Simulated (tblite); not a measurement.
Species: C2H8O2SeSi2.
Bonds: O1–C2 (double), C2–C3, C3–O4, O4–Si5, Si5–Se6, Se6–Si7. Hydrogens: H8 on C2; H9, H10 on C3; H11, H12 on Si5; H13, H14, H15 on Si7.

Computed with GFN2-xTB (tblite), gas phase: L-BFGS steps from a force-field or distance-geometry start until the largest atomic force falls under 0.01 eV/Å.

At the end of the run (lengths in Å): O4–Si5 1.624, Se6–Si7 2.280, C2–H8 1.103, C3–O4 1.380, C2–C3 1.500, O1=C2 1.197, Si5–Se6 2.297, C3–O4–Si5 128.7°, Si5–Se6–Si7 102.8°, C2–C3–O4 113.1°, O1–C2–C3 123.2°, O1–C2–C3–O4 6°, C2–C3–O4–Si5 -34°, C3–O4–Si5–Se6 -43°, H9–C3–O4–Si5 -156°, H11–Si5–O4–C3 83°.

**Question.** These geometries were met on the way; a selection of coordinates is given. Order them by energy above the end point, lowest first.
A. O4–Si5 1.627, Se6–Si7 2.281, C2–H8 1.118, C3–O4 1.386, C2–C3 1.509, O1=C2 1.201, Si5–Se6 2.298, C3–O4–Si5 130.0°, Si5–Se6–Si7 103.4°, C2–C3–O4 112.9°, O1–C2–C3 125.0°, O1–C2–C3–O4 7°, C2–C3–O4–Si5 -68°, C3–O4–Si5–Se6 -22°, H9–C3–O4–Si5 169°, H11–Si5–O4–C3 99°
B. O4–Si5 1.626, Se6–Si7 2.308, C2–H8 1.105, C3–O4 1.399, C2–C3 1.522, O1=C2 1.196, Si5–Se6 2.282, C3–O4–Si5 116.1°, Si5–Se6–Si7 91.9°, C2–C3–O4 112.4°, O1–C2–C3 123.0°, O1–C2–C3–O4 62°, C2–C3–O4–Si5 -177°, C3–O4–Si5–Se6 71°, H9–C3–O4–Si5 60°, H11–Si5–O4–C3 -169°
C. O4–Si5 1.624, Se6–Si7 2.291, C2–H8 1.107, C3–O4 1.392, C2–C3 1.510, O1=C2 1.194, Si5–Se6 2.299, C3–O4–Si5 127.9°, Si5–Se6–Si7 104.9°, C2–C3–O4 113.8°, O1–C2–C3 125.7°, O1–C2–C3–O4 18°, C2–C3–O4–Si5 -109°, C3–O4–Si5–Se6 13°, H9–C3–O4–Si5 128°, H11–Si5–O4–C3 136°
D. O4–Si5 1.622, Se6–Si7 2.282, C2–H8 1.112, C3–O4 1.398, C2–C3 1.525, O1=C2 1.193, Si5–Se6 2.278, C3–O4–Si5 128.5°, Si5–Se6–Si7 97.9°, C2–C3–O4 109.2°, O1–C2–C3 123.2°, O1–C2–C3–O4 60°, C2–C3–O4–Si5 -160°, C3–O4–Si5–Se6 54°, H9–C3–O4–Si5 77°, H11–Si5–O4–C3 175°
E. O4–Si5 1.748, Se6–Si7 2.286, C2–H8 1.076, C3–O4 1.405, C2–C3 1.515, O1=C2 1.219, Si5–Se6 2.284, C3–O4–Si5 107.9°, Si5–Se6–Si7 91.2°, C2–C3–O4 108.2°, O1–C2–C3 119.3°, O1–C2–C3–O4 63°, C2–C3–O4–Si5 -179°, C3–O4–Si5–Se6 72°, H9–C3–O4–Si5 63°, H11–Si5–O4–C3 -169°

**Answer.** A (0.120 eV), C (0.201 eV), D (0.325 eV), B (0.521 eV), E (0.841 eV).

| step | E above end (eV) | rms distance from the end, all atoms (Å) | largest force (eV/Å) | rms shift of all bonds from the end (Å) |
| --- | --- | --- | --- | --- |
| 81 | 0.120 | 0.340 | 0.583 | 0.006 |
| 60 | 0.201 | 0.527 | 0.222 | 0.006 |
| 25 | 0.325 | 0.812 | 0.186 | 0.010 |
| 4 | 0.521 | 0.976 | 0.432 | 0.013 |
| 0 | 0.841 | 0.989 | 2.823 | 0.037 |

Rows stand in the order of the answer.
